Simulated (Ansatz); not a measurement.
```yaml
crystal:
  periodic: [false, false, false]
  atoms:
    - {symbol: Zn, position_ang: [-1.425824, 0.797027, 0.636529]}
    - {symbol: Zn, position_ang: [1.528191, 1.113945, -0.168853]}
    - {symbol: Zn, position_ang: [-1.507249, 0.674636, -2.440720]}
    - {symbol: Zn, position_ang: [1.220095, -1.421448, 1.938829]}
    - {symbol: Zn, position_ang: [-0.575269, -1.585873, -0.410292]}
    - {symbol: O, position_ang: [-1.872510, -0.360052, -0.933140]}
    - {symbol: O, position_ang: [0.429319, -0.206840, 0.704880]}
    - {symbol: Cl, position_ang: [-1.512939, 0.995977, -4.529328]}
    - {symbol: Cl, position_ang: [3.633005, 1.218534, -0.425580]}
    - {symbol: Cl, position_ang: [-2.365864, 1.481860, 2.422445]}
    - {symbol: Cl, position_ang: [2.308926, -1.769881, 3.714453]}
    - {symbol: Cl, position_ang: [0.391920, -3.339575, 0.512978]}
    - {symbol: Cl, position_ang: [-0.251800, 2.401700, -1.022192]}
basis:
  gaussian: {orbitals: def2-TZVP, initial_orbitals: start.molden}
hamiltonian: {xc: pbe0, dispersion: d4}
scf: {omitted_lower_state_checks: [starts]}
output: {orbitals: {seedname: orbitals}}
```

The file start.molden holds the orbitals of an earlier run on this structure, at another level or in another basis.

```sh
$ ansatz run in.yaml --threads 6 --pin off --events-out ev --progress --plain --max-ram 7833MiB
```

(1) Does this run fit into the memory that it is given?

## Answers

(1) No. It has 524 basis functions, and Ansatz plans for 9 GiB where 8 GiB are given.
